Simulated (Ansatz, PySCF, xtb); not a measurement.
Lewis adduct: BH3 (SMILES B) (first 4 atoms) with C2H6O (SMILES COC); geometry from B3LYP-D3(BJ)/def2-TZVP, rigid monomers moved along the line of their centres of mass till B1···O6 is 1.49 Å.
(charge 0, multiplicity 1):
```tsv
atom	x (Å)	y (Å)	z (Å)
B	0.1492	0.2265	1.0946
H	1.2806	0.5130	0.8058
H	-0.6860	1.0199	0.7503
H	-0.1438	-0.9313	0.9009
C	-1.1553	0.1909	3.1596
O	0.1466	0.3788	2.5805
C	1.1613	-0.4090	3.2249
H	-1.1017	0.4228	4.2229
H	-1.4841	-0.8384	3.0033
H	-1.8226	0.8766	2.6489
H	1.1719	-0.1647	4.2867
H	2.1032	-0.1412	2.7586
H	0.9565	-1.4708	3.0733
```

Counterpoise-corrected where a basis set is named; no monomer relaxation. Rows marked so take none.

Correlated levels freeze the cores. Rows in 3-21G, 6-311+G**, 6-31G* carry no dispersion term and start afresh at each structure (6-31G* with six Cartesian d functions).

Run with Ansatz (Gaussian basis) for Hartree–Fock, density functionals and correlated methods; PySCF for 3-21G rows, 6-311+G** rows, 6-31G* rows; xtb for the GFN methods. 

```json
[
 {"level": "GFN1-xTB", "interaction energy (meV)": "-864.4"},
 {"level": "GFN2-xTB", "interaction energy (meV)": "-867.5"},
 {"level": "HF/aug-cc-pVDZ", "interaction energy (meV)": "-638.4"},
 {"level": "BP86/6-31G* (no counterpoise)", "interaction energy (meV)": "-1217.0"},
 {"level": "B3LYP/3-21G (no counterpoise)", "interaction energy (meV)": "-1611.5"},
 {"level": "B3LYP/6-311+G** (no counterpoise)", "interaction energy (meV)": "-1013.9"},
 {"level": "M06-2X/6-31G* (no counterpoise)", "interaction energy (meV)": "-1414.7"},
 {"level": "wB97X-V/def2-TZVPPD", "interaction energy (meV)": "-1250.3"},
 {"level": "CCSD(T)/aug-cc-pVDZ", "interaction energy (meV)": "(withheld)"}
]
```

Q: What belongs in the gaps?

A: 
- CCSD(T)/aug-cc-pVDZ, interaction energy (meV): -953.6

Ansatz is a first-principles code.
